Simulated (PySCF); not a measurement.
An unknown shows these calculated signals:

¹H NMR (300 MHz, computed): δ 8.99 (d, 2H), 8.02 (t, 1H), 7.58 (m, 2H), 4.52 (br, 2H), 4.35 (m, 2H).

¹³C{¹H} NMR (computed): δ 155.2 (CH), 146.1 (CH), 130.5 (CH), 80.1 (CH2).

[PySCF 2.14.0 with density-fitted response routines: NMR shieldings at PBE0/pcSseg-1/GIAO; geometry: PBE0-D3(BJ)/def2-SVP; gas phase; equivalent nuclei averaged; single conformer; relativity neglected]

δ = σ(ref) − σ, references computed at the same level: TMS for ¹H (31.27 ppm) and ¹³C (184.41 ppm).

Task: Which of these does the molecule contain: a (CH3)2CH unit, a heteroaromatic ring, an OH group, a Si–H bond?

Result: 
- A (CH3)2CH unit: no.
- A heteroaromatic ring: yes.
- An OH group: no.
- A Si–H bond: no.

The data belong to `InChI=1S/C5H5N.CH2F.Al.2H/c1-2-4-6-5-3-1;1-2;;;/h1-5H;1H2;;;`; they needn't prove each group on their own.

Carbon signals by region: 3 in the sp2 and nitrile region (100–160 ppm), 1 at 50–100 ppm.

Hydrides on Al or Ga are broadened by the quadrupolar metal nucleus. Splittings by ¹⁹F in the carbon and heteronuclear signals aren't shown, as no couplings were computed. Shifts are as computed. Against solution values, carbons near 30 ppm lie about +2 ppm off and those near 130 ppm about +5 ppm. Of 1211 compounds with measured shifts, 218 miss one by over three times the rms of a fit or turn the order of signals round; such compounds aren't used in these exercises. No couplings were computed; multiplicities are counted from neighbouring protons, with m where these are inequivalent, close in shift, in a saturated or five-membered ring or joined by F or P, and br s for small geminal =CH2 splittings.
